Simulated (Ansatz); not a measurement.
Species: CH9FNSi2, net charge 1, singlet state. It need not be the lowest isomer of its formula. SMILES: F[Si@H]([NH2+][SiH3])C
Coordinates optimised at B3LYP-D3(BJ)/def2-TZVP (Ansatz, a quantum-chemistry and plane-wave program):
```xyz
14

Si     0.7906     0.5767    -0.4113
C      1.7233    -0.9957    -0.3263
F      1.4631     1.7594     0.3987
N     -0.8047     0.3607     0.5521
Si    -1.9154    -1.0727     0.0712
H      0.3164     1.0379    -1.7186
H      1.2124    -1.7973    -0.8643
H      2.6988    -0.8565    -0.7993
H      1.8966    -1.3145     0.7035
H     -0.5738     0.2859     1.5471
H     -3.2247    -0.7433     0.6465
H     -1.2497    -2.2329     0.6751
H     -1.8715    -1.0563    -1.3973
H     -1.3321     1.2350     0.4730
```
Charge +1, spin multiplicity 1.

Parts of the frozen-core correlation energy in cc-pV(T+d)Z (Ansatz, hartree). Frozen orbitals: 13; correlated occupied orbitals by spin: 16 and 16; virtual: 265 and 265. No spin-orbit coupling. No relativistic terms.

```tsv
term	value
reference (HF)	-774.87401
MP2 opposite-spin	___
MP2 same-spin	___
CCSD correlation	___
(T)	-0.03103
T1 diagnostic	0.010
largest doubles amplitude	0.021
```

**Question.** Complete the blanks.

**Answer.** 
- MP2 opposite-spin, value: -0.69159
- MP2 same-spin, value: -0.19449
- CCSD correlation, value: -0.94001
